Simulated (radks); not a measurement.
The numbers below are computed, except where a source is named.
Neutral bismuth inside a hard spherical wall (all orbitals vanish at R), configuration held at [Hg] 6p3 and not refilled when levels cross. Level of theory: scalar-relativistic Kohn-Sham, LDA (Slater exchange, VWN5 correlation), spin-polarised, spherical densities, finite nucleus; open shells are filled with parallel spins first (spin-orbit coupling, left out, can overturn this in heavy ions); Fermi nuclear charge, rms radius 5.5211 fm (a radial shooting solver on a logarithmic mesh with Libxc functionals). Eigenvalues in eV for spin up, with the zero of energy where the potential of the charges vanishes at infinity; a dash marks a level that is unbound or too diffuse for the functional's potential to be trusted. A positive occupied level is held by the wall or, in an anion where self-interaction has pushed it up, behind a barrier. The pressure on the wall is -dE/dV.

R (bohr)  E (hartree)  kinetic (hartree)    e(5p)    e(5d)    e(6s)   e(6p)  e(7s, empty)  e(6d, empty)  pressure (GPa)
free      -21512.9104          24375.419  -95.822  -27.152  -15.166  -5.272        -0.724             -               0
20        -21512.9104          24375.419  -95.822  -27.152  -15.166  -5.272        -0.720         0.662        < 0.0001
15        -21512.9104          24375.419  -95.822  -27.152  -15.166  -5.272        -0.682         0.873        < 0.0001
10        -21512.9101          24375.422  -95.793  -27.123  -15.141  -5.249        -0.201         1.558         0.00967
7         -21512.8973          24375.516  -95.277  -26.620  -14.729  -4.810         2.458         3.623           0.757
5         -21512.7545          24376.284  -92.760  -24.215  -12.750  -2.213        12.827        10.003            18.8
4         -21512.3084          24378.342  -88.644  -20.374   -9.036   3.151        31.018        20.435             126
3.5       -21511.6457          24381.201  -84.535  -16.587   -4.642   9.467        50.413        31.436             374
2.5       -21505.6920          24404.944  -63.622    3.598   26.047  50.989        157.57        92.662            5360
2         -21491.6849          24456.185  -34.735   35.256   85.935  125.94        320.74        187.05           29100
1.5       -21435.2615          24640.698   43.179   128.92   286.72  356.70        766.22        447.11          233000
